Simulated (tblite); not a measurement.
Species: C5H11N2PSi.
Numbering: `[N:1]#[C:2][C@@H:3]1[CH2:4][CH2:5][Si@H:6]([PH2:7])[NH:8][CH2:9]1` (hydrogens: H10 on C3; H11, H12 on C4; H13, H14 on C5; H15 on Si6; H16, H17 on P7; H18 on N8; H19, H20 on C9)

Structure used (GFN2-xTB), in Å, numbered top down from 1:
```
atom  x, y, z in Å
N1    -3.7819   -1.3211   -0.3920
C2    -2.7619   -0.9654   -0.0175
C3    -1.4722   -0.5072    0.4395
C4    -1.1732    0.8808   -0.1439
C5     0.0169    1.5210    0.5599
Si6    1.5260    0.3694    0.4268
P7     2.3412    0.6303   -1.6637
N8     0.8539   -1.2011    0.6839
C9    -0.4061   -1.5448    0.0611
H10   -1.5038   -0.4327    1.5334
H11   -2.0606    1.5123   -0.0372
H12   -0.9628    0.7812   -1.2126
H13    0.2189    2.4927    0.1088
H14   -0.2342    1.7006    1.6049
H15    2.4791    0.5276    1.5305
H16    3.0091    1.8115   -1.3938
H17    3.4749   -0.1324   -1.4408
H18    1.4827   -1.9891    0.7134
H19   -0.3289   -1.5922   -1.0359
H20   -0.7221   -2.5306    0.4179
```

Calculated harmonic vibrations of the isolated species, GFN2-xTB (tblite), most abundant isotopes, no scaling. The method is semi-empirical: single wavenumbers can be off by several per cent or more. Modes of hydrogen on phosphorus and silicon can be 10 to 20 % off. One conformer, not necessarily the lowest.

Harmonic wavenumbers (cm⁻¹): 32.7, 89.1, 97.4, 114.4, 142.8, 197.4, 203.4, 290.8, 336.0, 383.1, 441.6, 457.6, 524.7, 531.3, 544.6, 581.2, 639.6, 664.1, 678.7, 719.4, 756.3, 836.4, 891.3, 912.8, 992.6, 1042.4, 1058.5, 1101.4, 1135.2, 1144.4, 1149.7, 1173.3, 1229.3, 1238.4, 1272.3, 1288.3, 1298.9, 1342.6, 1370.5, 1475.6, 1485.8, 1495.7, 2217.1, 2296.5, 2380.1, 2409.2, 2853.8, 2919.7, 2942.7, 2947.4, 2964.6, 2985.9, 2997.3, 3443.8.

A = 2268, B = 644.4, C = 630.0 MHz; mass 158.043 u (most abundant isotopes); point group C1, symmetry number 1.

Task: Zero-point energy?

Result: Half the sum of the wavenumbers: 33360 cm⁻¹ = 399.07 kJ/mol.

Task: Entropy at 200 K, 1 bar (ideal gas, RRHO, classical rotation)?

Result: Translation 163.70, rotation 121.53, vibration 91.48: S = 376.7 J/(mol K).

Task: And Cp and H(200 K) − H(0)?

Result: Cp = 131.94 J/(mol K), of which vibrations give 98.69 (their classical limit is 54 R = 449.0); H(200 K) − H(0) = 16.54 kJ/mol without the zero-point energy, 9.89 from vibrations.

Task: Which modes carry the vibrational entropy at 200 K?

Result: 32.7 cm⁻¹: 20.37; 89.1 cm⁻¹: 12.15; 97.4 cm⁻¹: 11.44; 114.4 cm⁻¹: 10.17; 142.8 cm⁻¹: 8.45; 197.4 cm⁻¹: 6.06 J/(mol K); the other 48 give 22.85 together.

Task: Blend soft modes into free rotors: weight 1/[1 + (100 cm⁻¹/ν̃)⁴] for the oscillator and the rest for a rotor with moment μB/(μ + B), μ = h/(8π²ν), B = 10⁻⁴⁴ kg m². What vibrational entropy results?

Result: 84.87 J/(mol K) in place of 91.48, which changes −T·S at 200 K by +1.32 kJ/mol.

Hindered rotation and anharmonicity are outside this model. Other conformers, if any are populated, would add a mixing term that is left out. The structure is chiral; the term R ln 2 for an equal mix with its mirror image is left out.

The run took 1.7 s on one thread of an Arm Neoverse N1, shared host with 64 logical CPUs at a one-minute load of 54. The figure is for the frequency step alone.
